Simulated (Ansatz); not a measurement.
Cartesian coordinates in Å:
```
C 0.6806 -0.4527 0.9564
O -0.1092 -1.1850 -0.0094
Si -0.8727 -0.1997 -1.1303
Al 0.3253 1.3875 0.2562
H 1.7181 -0.8049 0.9152
H 0.3138 -0.6745 1.9656
H -2.3545 -0.3795 -1.0816
H -0.4656 -0.5566 -2.5219
H 0.7643 2.8654 0.6497
```

The species carries charge 0 and has multiplicity 1.

List the PBE0/def2-TZVPP orbital energies in eV (the Gaussian-basis code of Ansatz). (Best estimate.)

Ansatz gave: Occupied: -1802.64, -1528.02, -522.41, -278.94, -144.90, -113.89, -99.60, -99.53, -99.53, -74.01, -73.82, -73.77, -27.85, -18.38, -14.59, -12.53, -12.40, -11.55, -10.42, -9.79, -7.81, -7.36, -6.96. Lowest empty: -1.99, -0.22, 0.13, 0.52, 2.00, 2.05, 2.55, 2.71.
